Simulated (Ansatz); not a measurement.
CF3NSi (`N#C[Si](F)(F)F`). Total charge 0; spin multiplicity 1. Geometry: relaxed with PBE0-D4/def2-TZVP.

```xyz
6

N    -1.433    1.735   -0.917
C    -0.755    0.914   -0.483
Si    0.320   -0.387    0.205
F     1.014    0.150    1.496
F     1.401   -0.773   -0.854
F    -0.547   -1.638    0.553
```

(1) What is the dipole moment at r2SCAN/def2-TZVPP? (Estimate.)

(2) And with PBE, B3LYP, ωB97M-V? (Best estimate.)

(3) Give the Mulliken charges with r2SCAN, B3LYP, PBE in def2-TZVPP. (Best estimate.)

Results:

(1) Computed: 1.68 D, with components (0.99, -1.20, 0.63) D in this frame, pointing from negative to positive charge.

(2) Ansatz gave: PBE 1.67 D, B3LYP 1.65 D, ωB97M-V 1.68 D.

(3) The calculation gave: 
```
atom  r2SCAN  B3LYP    PBE
  N1   -0.03   0.04   0.07
  C2   -0.22  -0.25  -0.27
 Si3    1.02   1.00   0.86
  F4   -0.26  -0.26  -0.22
  F5   -0.26  -0.26  -0.22
  F6   -0.26  -0.26  -0.22
```

B3LYP here is the variant with VWN-RPA as its local correlation; programs differ in this.
